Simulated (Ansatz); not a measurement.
Input for Ansatz (a program for electronic structure): U-CCSD(T)/cc-pV(D+d)Z on H4Si2 (SMILES [SiH][SiH3]), a point of a bond scan (R = 2.666 Å). Files ending in .json are basis or fitting sets from the Basis Set Exchange.

Ansatz 0.2 input:
```yaml
crystal:
  periodic: [false, false, false]
  atoms:
    - {symbol: Si, position_ang: [-0.00338560, 1.03723858, 0.82594973]}
    - {symbol: H, position_ang: [-0.77422824, 2.47971586, -1.27986151]}
    - {symbol: Si, position_ang: [0.02918721, -0.89103927, -0.59790228]}
    - {symbol: H, position_ang: [0.97945138, -0.66055376, -1.72119154]}
    - {symbol: H, position_ang: [-1.32621922, -1.10029411, -1.17841082]}
    - {symbol: H, position_ang: [0.42941234, -2.14745382, 0.08430899]}
basis:
  gaussian:
    orbitals: cc-pV_D+d_Z.json
correlation: {method: ccsd_t, electrons: outside_noble_gas}
scf: {omitted_lower_state_checks: [cluster_reference]}
magnetization: {spin_polarized: true, initial_magnetization: 0}
```

It printed:

```
WARN ansatz: RAYON_NUM_THREADS=1 ignored (pool sized by the plan → 1); use --threads N
Functional definition: HF
these checks for a lower state are left out or cut short: cluster_reference
integrals: 0.07 GiB planned
685 factors; integrals over basis functions are off by at most 1.0e-3 eV
mean field: 0.19 GiB planned
mean field evaluation 1: about -15781.3303 eV, gradient 1.0e1 eV
mean field evaluation 2: about -15781.3497 eV, gradient 1.0e1 eV
mean field evaluation 4: about -15782.9018 eV, gradient 1.4e0 eV
mean field evaluation 8: about -15782.9387 eV, gradient 4.2e-3 eV
mean field evaluation 16: about -15782.9881 eV, gradient 4.6e-1 eV
mean field evaluation 32: about -15783.0168 eV, gradient 1.3e-1 eV
mean field evaluation 64: about -15781.3303 eV, gradient 1.0e1 eV
mean field evaluation 96: about -15783.7579 eV, gradient 2.8e-6 eV
mean field evaluation 128: about -15783.7579 eV, gradient 1.8e-4 eV
mean field evaluation 160: about -15783.7673 eV, gradient 1.2e0 eV
mean field evaluation 192: about -15783.7997 eV, gradient 3.9e-1 eV
mean field evaluation 224: about -15782.9373 eV, gradient 3.6e0 eV
mean field -15783.79696357 eV, -580.0438397694 hartree, gradient 3.4e-6 eV, S^2 1.058526; 19 other end points of the search recorded, 0 dependent functions left out
10 core orbitals not correlated
reference -15783.79696357 eV, -580.0438397694 hartree; 6, 6 occupied and 50, 50 virtual orbitals, 685 factors
second order -4.41881844 eV of doubles, -0.00000000 eV of singles
coupled cluster: 0.20 GiB planned
cycle   1  -5.29363199 eV  change   -8.7e-1 eV  update   8.9e-2
cycle   2  -5.69525952 eV  change   -4.0e-1 eV  update   5.0e-2
cycle   3  -5.78405656 eV  change   -8.9e-2 eV  update   3.6e-2
cycle   4  -5.85795761 eV  change   -7.4e-2 eV  update   2.9e-2
cycle   5  -5.96150258 eV  change   -1.0e-1 eV  update   2.2e-2
cycle   6  -6.01429728 eV  change   -5.3e-2 eV  update   1.4e-2
cycle   7  -6.04598451 eV  change   -3.2e-2 eV  update   1.0e-2
cycle   8  -6.06844318 eV  change   -2.2e-2 eV  update   7.4e-3
cycle   9  -6.07564200 eV  change   -7.2e-3 eV  update   5.4e-3
cycle  10  -6.08203930 eV  change   -6.4e-3 eV  update   3.9e-3
cycle  11  -6.08931705 eV  change   -7.3e-3 eV  update   2.5e-3
cycle  12  -6.09031746 eV  change   -1.0e-3 eV  update   1.5e-3
cycle  13  -6.08957947 eV  change    7.4e-4 eV  update   9.8e-4
cycle  14  -6.08951438 eV  change    6.5e-5 eV  update   6.5e-4
cycle  15  -6.08935808 eV  change    1.6e-4 eV  update   4.3e-4
cycle  16  -6.08941026 eV  change   -5.2e-5 eV  update   3.3e-4
cycle  17  -6.08918716 eV  change    2.2e-4 eV  update   2.3e-4
cycle  18  -6.08908608 eV  change    1.0e-4 eV  update   1.6e-4
cycle  19  -6.08900118 eV  change    8.5e-5 eV  update   1.0e-4
cycle  20  -6.08898539 eV  change    1.6e-5 eV  update   6.0e-5
cycle  21  -6.08897183 eV  change    1.4e-5 eV  update   3.8e-5
cycle  22  -6.08895928 eV  change    1.3e-5 eV  update   2.1e-5
cycle  23  -6.08894789 eV  change    1.1e-5 eV  update   1.2e-5
cycle  24  -6.08893385 eV  change    1.4e-5 eV  update   7.9e-6
cycle  25  -6.08892207 eV  change    1.2e-5 eV  update   5.5e-6
cycle  26  -6.08891483 eV  change    7.2e-6 eV  update   4.1e-6
cycle  27  -6.08890725 eV  change    7.6e-6 eV  update   3.3e-6
cycle  28  -6.08890147 eV  change    5.8e-6 eV  update   2.4e-6
coupled cluster: 0.20 GiB planned
perturbative correction -0.24630918 eV, -0.0090516954 hartree
Total energy: -15790.13217422 eV, -580.2766544667 hartree
Checks for a lower state left out: cluster_reference
```

The run converged. Its determinant has ⟨S²⟩ = 1.06, a mixture of spin states.

Cost: about 15 core-seconds (a rough figure).
